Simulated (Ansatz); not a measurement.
`CC(C)(C)[N]([SiH3])[GeH3]` → `C[C](C)C`• + `[SiH3][N][GeH3]`•  (homolysis of the C–N bond)

Gas-phase electronic energies from Ansatz, PBE0-D4/def2-TZVP geometries. CBS: MP2 limit from def2 TZ/QZ plus the TZ coupled-cluster correction, frozen cores. Functionals use def2-TZVPP. B3LYP here is the variant with VWN-RPA as its local correlation; programs differ in this. Open shells (•) are unrestricted, without spin–orbit coupling. For Ge outer-core shells are correlated without core-valence functions, which leaves a few kJ/mol of doubt a bond. Scalar relativity is left out up to krypton.

**Question.** What is ΔE at CCSD(T)/CBS? (An estimate is asked.)

**Answer.** Computed: +93.3 kcal/mol.

**Question.** What do these levels give: r2SCAN-D4, B3LYP-D4, r2SCANh-D4, r2SCAN0-D4, CAM-B3LYP-D4, ωB97M-V, B2PLYP, revPBE, CAM-B3LYP, LC-ωPBE, CCSD/def2-SVP, MP2/def2-TZVPP? (Best estimate.)

**Answer.** Ansatz gave: r2SCAN-D4 78.6, B3LYP-D4 81.3, r2SCANh-D4 79.1, r2SCAN0-D4 79.6, CAM-B3LYP-D4 83.9, ωB97M-V 90.2, B2PLYP 81.8, revPBE 67.2, CAM-B3LYP 78.0, LC-ωPBE 83.0, CCSD/def2-SVP 87.9, MP2/def2-TZVPP 101.9 kcal/mol.

Largest T1 diagnostic among the species: 0.016.

In def2-TZVPP, CCSD(T) changes the Hartree–Fock value by +43.3 kcal/mol (the triples alone add +4.5 kcal/mol) and MP2 by +54.1 kcal/mol; breaking electron pairs costs correlation energy, which Hartree–Fock lacks. At CCSD(T), def2-SVP lies −1.9 kcal/mol from the extrapolated value and def2-TZVPP −2.2 kcal/mol.
